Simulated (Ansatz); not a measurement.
Input file for Ansatz (an electronic-structure program): R-revPBE/def2-TZVPPD on C2H2N2 (a complex). Files ending in .json are basis or fitting sets from the Basis Set Exchange.

Ansatz 0.2 input:
```yaml
crystal:
  periodic: [false, false, false]
  atoms:
    - {symbol: C, position_ang: [-0.21658715, 0.39363787, -1.13054421]}
    - {symbol: N, position_ang: [-0.11584127, 0.33019047, 0.02627859]}
    - {symbol: H, position_ang: [-0.02787827, 0.27470161, 1.03611601]}
    - {symbol: C, position_ang: [0.14902846, 0.16358149, 3.07874183]}
    - {symbol: N, position_ang: [0.24920382, 0.10131520, 4.23130921]}
    - {symbol: H, position_ang: [0.33563139, 0.04763784, 5.22473175]}
basis:
  gaussian:
    orbitals: def2-TZVPPD.json
hamiltonian:
  xc: {name: revPBE}
scf: {lower_state_search: off}
```

The head of its log:

```
Functional definition: revPBE
[...]
these checks for a lower state are left out or cut short: stability, starts, cluster_reference, orbital_swaps, neighbouring_geometries, increment
integrals: 0.06 GiB planned
824 factors; their error is unknown
mean field: 0.55 GiB planned
mean field evaluation 1: about -5075.1677 eV, gradient 6.9e1 eV
mean field evaluation 2: about -5057.6976 eV, gradient 1.1e2 eV
```

### Question
Give the final energy of this run.

### Answer
-186.8408 hartree.
